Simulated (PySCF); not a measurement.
Radial density of F³⁺ (fluorine, charge +3)

PW91, [He] 2s2 2p2, high-spin 3P determinant. All numbers are calculated (PySCF 2.14, the non-relativistic Hamiltonian (point nucleus), in aug-cc-pV5Z (7s6p5d4f3g2h, 127 functions)).

| r (bohr) | 4πr²ρ (e/bohr) | 4πr²(ρα − ρβ) |
| --- | --- | --- |
| 0.00279 | 0.04240 | 0.0000 |
| 0.00469 | 0.1160 | -0.0001 |
| 0.00789 | 0.3096 | -0.0002 |
| 0.0133 | 0.7953 | -0.0004 |
| 0.0223 | 1.912 | -0.0006 |
| 0.0375 | 4.116 | 0.0005 |
| 0.0631 | 7.373 | 0.0121 |
| 0.106 | 9.733 | 0.0762 |
| 0.179 | 7.889 | 0.3460 |
| 0.300 | 3.892 | 1.1171 |
| 0.505 | 4.126 | 2.1816 |
| 0.850 | 4.184 | 1.9050 |
| 1.43 | 1.066 | 0.4743 |
| 2.40 | 0.03527 | 0.0176 |
| 4.04 | 3.411e-05 | 0.0000 |
